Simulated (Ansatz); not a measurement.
Reaction (redistribution): `BC=N` + `O[SiH2][NH][AlH2]` → `B[NH][AlH2]` + `N=C[SiH2]O`

Gas-phase electronic energies from Ansatz, PBE0-D4/def2-TZVP geometries. CCSD(T)/CBS adds triple-zeta CCSD(T) − MP2 to the extrapolated MP2 energy (def2 sets, frozen cores). DFT in def2-TZVPP. One conformer a species, not always the lowest.

CCSD(T)/CBS gives -57.3 kJ/mol.

Task: Another level gave -62.9 kJ/mol. Which?
A. HF/def2-TZVPP
B. r2SCAN-D4/def2-TZVPP
C. CCSD/def2-TZVPP
D. LDA (SPW92)/def2-TZVPP

Result: B. r2SCAN-D4 -62.9, CCSD/def2-TZVPP -56.3, HF/def2-TZVPP -46.7, LDA (SPW92) -79.7 kJ/mol.

Task: What do rigid-rotor, harmonic-oscillator terms from PBE0-D4/def2-TZVP frequencies (298.15 K, 1 bar) make of the CCSD(T)/CBS value? (Best estimate.)

Result: The calculation gave: ΔZPE = +5.5 kJ/mol, ΔH = -54.2 kJ/mol, ΔS = -20 J/(mol·K), ΔG = -48.2 kJ/mol.

Largest T1 diagnostic among the species: 0.012.

From PBE to PBE0 (25 % exact exchange), in def2-TZVPP and without D4, ΔE moves by +4.0 kJ/mol. In def2-TZVPP, CCSD(T) changes the Hartree–Fock value by −11.8 kJ/mol (the triples alone add −2.3 kJ/mol) and MP2 by −12.0 kJ/mol. At CCSD(T), def2-SVP lies −19.1 kJ/mol from the extrapolated value and def2-TZVPP −1.2 kJ/mol.

CCSD(T)/CBS has its own doubt, a few kJ/mol and more with outer-core shells, so smaller differences from it don't rank the levels.
